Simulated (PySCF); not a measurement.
C3H4BrF, SMILES C/C=C(\F)Br. Atoms are numbered in the order given.

```xyz
9

C      0.3914     2.9302     0.0000
C      0.7100     1.4653     0.0000
C     -0.2137     0.5046     0.0000
F     -1.5222     0.7543     0.0000
Br     0.1618    -1.3514     0.0000
H      0.8241     3.4251     0.8860
H     -0.6925     3.1081     0.0000
H      0.8241     3.4251    -0.8860
H      1.7553     1.1501     0.0000
```

Coordinates come from a B3LYP-D3(BJ)/def2-SVP optimisation.

These are TDA-PBE/def2-SVPD (PySCF 2.14.0) values and carry that method's errors.

Vertical excitations.  State labels are in the subgroup Cs.

Computed excitation energies, oscillator strengths and character:
| state | symmetry | energy (eV) | λ (nm) | f | main pairs |
|---|---|---|---|---|---|
| S1 | A" | 4.99 | 248 | 0.000 | HOMO→LUMO 99 % |
| S2 | A" | 5.96 | 208 | 0.002 | HOMO→LUMO+2 100 % |
| S3 | A' | 6.39 | 194 | 0.254 | HOMO→LUMO+1 60 %, HOMO−2→LUMO+1 21 %, HOMO−1→LUMO 10 % |
| S4 | A" | 6.41 | 193 | 0.000 | HOMO−1→LUMO+1 100 % |
| S5 | A' | 6.55 | 189 | 0.045 | HOMO−1→LUMO 88 % |
| S6 | A" | 6.69 | 185 | 0.003 | HOMO→LUMO+3 100 % |
| S7 | A" | 7.05 | 176 | 0.002 | HOMO−2→LUMO 77 %, HOMO→LUMO+4 22 % |
| S8 | A" | 7.11 | 174 | 0.002 | HOMO→LUMO+4 77 %, HOMO−2→LUMO 22 % |
| S9 | A' | 7.29 | 170 | 0.031 | HOMO−1→LUMO+2 97 % |
| S10 | A' | 7.50 | 165 | 0.010 | HOMO→LUMO+5 80 %, HOMO−2→LUMO+1 14 % |
| T1 | A' | 4.21 | 294 | 0 | HOMO→LUMO+1 97 % |
| T2 | A" | 4.53 | 274 | 0 | HOMO→LUMO 100 % |
| T3 | A' | 5.77 | 215 | 0 | HOMO−1→LUMO 100 % |
| T4 | A" | 5.82 | 213 | 0 | HOMO→LUMO+2 100 % |
Triplets are in the Tamm–Dancoff approximation.
